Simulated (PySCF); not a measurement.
# From computed data to an observable: chemical shift, span and skew from a shielding tensor

CH₆BClOSi, SMILES [SiH3]OB(C)Cl. Atoms are numbered in the order given.

```xyz
11

B     -0.0422     0.4683     0.4079
Cl     0.9577     1.9448     0.2815
C     -1.0584     0.3540     1.5961
H     -1.6397    -0.5799     1.6029
H     -1.7605     1.2042     1.5736
H     -0.5229     0.4404     2.5565
O      0.1542    -0.4624    -0.5483
Si    -0.3874    -1.9757    -1.0184
H     -1.4767    -2.4556    -0.1182
H      0.7657    -2.9131    -0.9614
H     -0.8949    -1.8649    -2.4115
```

The structure is a stationary point at r2SCAN-D4/def2-SVP. This is a generated structure with no PubChem entry under its InChIKey; it may be hypothetical. Other conformers were not sampled.

GIAO shieldings from PySCF with HF/pcSseg-1, non-relativistic, no solvent. The symmetric part of the tensor of Si8 has the principal values 403.8, 414.3, 486.6 ppm. The same nucleus in TMS has σ = 393.8 ppm at this level (PySCF, at its B3LYP-D3(BJ)/def2-TZVP geometry). Without spin–orbit terms, shifts of atoms bonded to Cl or Br come out too high.

Q: Work out the isotropic shielding, the ²⁹Si shift against TMS, the span and the skew.

A: 
σ(iso) = (σ11 + σ22 + σ33)/3 = 434.9 ppm. δ = σ(ref) − σ(iso) = 393.8 − (434.9) = -41.1 ppm.
Span Ω = σ33 − σ11 = 82.8 ppm. Skew κ = 3(σ(iso) − σ22)/Ω = 0.75. Tumbling in solution averages the tensor to δ; in a static solid the shielding alone would spread this spin-1/2 line over Ω.
